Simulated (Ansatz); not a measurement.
Ag2, closed-shell singlet (the spin of the measured ground state), most abundant isotopes (106.9051 and 106.9051 u). Constants from fifth-degree fits in 1/R to seven points on the lowest solution found; no spin–orbit coupling, no relativity up to Kr; ω_e x_e and α_e move by some per cent with the fit.

Correlated levels freeze the inner cores; with def2 sets outer-core shells near the valence are correlated too. CBS: X⁻³ extrapolation of the correlation energy, Hartree–Fock from the larger set.

Codes used: Ansatz (a program for electronic structure).  In def2 rows elements past Kr take small-core potentials, without spin–orbit coupling.

At CCSD(T)/CBS(def2-TZVPP, def2-QZVPP): B₀ = 0.049286 cm⁻¹, fundamental 199 cm⁻¹.

### Question
Taking the state as ¹Σ, work out the ideal-gas entropy and heat capacity at 298.15 K and 1 bar (rigid rotor, harmonic oscillator at the fundamental, no nuclear spin).

### Answer

Translation: S = R(1.5 ln M + 2.5 ln T − 1.1517) with M = 213.810 u gives 175.77 J/(mol K). Rotation: q = kT/(σhcB₀) = 2102.3 with σ = 2 and hc/k = 1.43878 cm K, S = R(ln q + 1) = 71.93. Vibration: u = hcν/kT = 0.961, S = R(u/(eᵘ − 1) − ln(1 − e⁻ᵘ)) = 8.96. Sum S° = 256.7 J/(mol K). C_p = 7R/2 + R u² eᵘ/(eᵘ − 1)² = 36.80 J/(mol K).
